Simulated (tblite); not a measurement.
Species: C₄H₉AlO.
Atom-mapped SMILES: `[CH3:1][CH2:2]/[CH:3]=[CH:4]/[O:5][AlH2:6]` (hydrogens: H7, H8, H9 on C1; H10, H11 on C2; H12 on C3; H13 on C4; H14, H15 on Al6)

Cartesian coordinates in Å at the GFN2-xTB level; atoms count from 1:
```
atom  x, y, z in Å
C1    -2.5228   -0.2703    0.1197
C2    -1.5323    0.0261   -1.0068
C3    -0.1761    0.3462   -0.4659
C4     0.9076   -0.3701   -0.7148
O5     2.1331   -0.0805   -0.2084
Al6    3.5806    0.3381    0.4579
H7    -3.5068   -0.4906   -0.2876
H8    -2.6080    0.5850    0.7859
H9    -2.1896   -1.1269    0.7008
H10   -1.8979    0.8809   -1.5825
H11   -1.4686   -0.8328   -1.6769
H12   -0.1006    1.2105    0.1804
H13    0.8877   -1.2464   -1.3533
H14    4.6504   -0.7449    0.6278
H15    3.8391    1.7836    0.8962
```

Level: GFN2-xTB in tblite, geometry and Hessian alike; calculated harmonic values, unscaled, isolated species. This tight-binding method is rough: wavenumbers can miss measured ones by several per cent, in bad cases by 10 to 20. Modes of hydrogen on aluminium can be 10 to 20 % off. One conformer, not necessarily the lowest. The optimisation stopped once no atom felt more than 0.01 eV/Å.

Lowest wavenumbers of the output (negative numbers stand for imaginary wavenumbers):
```
mode    cm-1
  1     -21.3
  2      78.4
  3      85.9
  4     108.6
  5     208.2
  6     259.0
  7     330.5
  8     388.7
```

**Question.** Is this structure a minimum?

**Answer.** Not by this Hessian. 1 mode is imaginary beyond 20i (21i cm⁻¹), so at this level the point lies at or near a first-order saddle. The curvature is small, so loose convergence or finite differences may be the whole cause.

**Question.** Which atoms move in the imaginary mode?

**Answer.** 21i: H14 (Al–H hydrogen) 48 %, H15 (Al–H hydrogen) 44 %. These are shares of the mass-weighted motion.

**Question.** What is the remedy?

**Answer.** Step along that mode in both directions, optimise again with tighter thresholds and repeat the frequencies. The zero-point energy of this point (71.6 kcal/mol) counts the 38 real modes alone, and thermal corrections from it aren't those of a minimum.
